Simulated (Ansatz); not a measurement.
Species: GeH4, charge 0, singlet. GeH4 (germane, SMILES [GeH4]).
B3LYP-D3(BJ)/def2-TZVP minimum from Ansatz (a quantum-chemistry and plane-wave program):
```
Ge
H 1 1.5358
H 1 1.5358 2 109.47
H 1 1.5358 2 109.47 3 -120.00
H 1 1.5358 2 109.47 3 120.00
```
Charge 0, spin multiplicity 1.

Total energies in cc-pVQZ, 8 correlated electrons, 14 frozen orbitals. UHF or UKS for unpaired electrons; spin-orbit terms are left out. Correlated methods leave the cores frozen (noble-gas shells, and filled d and f shells in the p block). No relativity.

| method | program | energy (Eh) | minus CCSDT(Q) (mEh) |
|---|---|---|---|
| HF | Ansatz | -2077.72216 | 178.81 |
| MP2 | Ansatz | -2077.86963 | 31.35 |
| CCSD | Ansatz | -2077.89614 | 4.83 |
| CCSD(T) | Ansatz | -2077.90020 | 0.77 |
| CCSDT(Q) | Ansatz | -2077.90097 | 0.00 |

Rough core times of Ansatz's runs on a shared machine: CCSD(T) 30 s, CCSDT(Q) 20 min.
